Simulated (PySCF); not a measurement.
Start geometry of `[Se]1C=C[Se]C=C1` from GFN2-xTB (Å):
```
atom  x, y, z in Å
C1    -1.1772    1.0404    0.1116
C2    -1.5612   -0.2241    0.1921
Se3   -0.4928   -1.7373   -0.2442
C4     1.1829   -1.0439    0.3359
C5     1.5672    0.2200    0.2470
Se6    0.5315    1.6455   -0.4717
H7    -1.8272    1.8492    0.4181
H8    -2.5394   -0.4943    0.5656
H9     1.8100   -1.7943    0.7987
H10    2.5239    0.5480    0.6307
```

Question: What comes out of this run: PBE0-D3(BJ)/def2-SVP geometry optimisation, gas phase in PySCF?

Answer: 
```
atom  x, y, z in Å
C1    -1.1659    1.0539    0.0954
C2    -1.5601   -0.2184    0.1794
Se3   -0.4889   -1.7007   -0.3257
C4     1.1722   -1.0590    0.3282
C5     1.5666    0.2132    0.2444
Se6    0.5354    1.5967   -0.5446
H7    -1.8041    1.8664    0.4569
H8    -2.5311   -0.4790    0.6121
H9     1.7831   -1.8049    0.8463
H10    2.5105    0.5409    0.6913
```

The energy falls by 0.75 kcal/mol over 5 energy and gradient evaluations, the largest force component goes from 0.0116 to 3.6e-04 Eh/bohr, and the atoms move by 0.051 Å rms after alignment. Among the bonds, C1–H7, C2–H8, C4–H9 and C5–H10 change most and about equally (+0.013 Å). Bonds longer at the end by more than 0.005 Å: 6 of 10; shorter: 4. Among the angles that change most is Se6–C1–H7, from 112.8° to 115.0°. Rotational constants go from 3752, 929.8, 780.1 to 3663, 963.0, 809.0 MHz. The orientation of the end geometry is arbitrary; only internal coordinates are fixed.

The run used 140 basis functions and 32 SCF cycles in all. On one thread of an Arm Neoverse V1, shared host, this took 51 s wall.

Not checked by PBE0-D3(BJ)/def2-SVP frequencies. The numbers are those of one conformer.
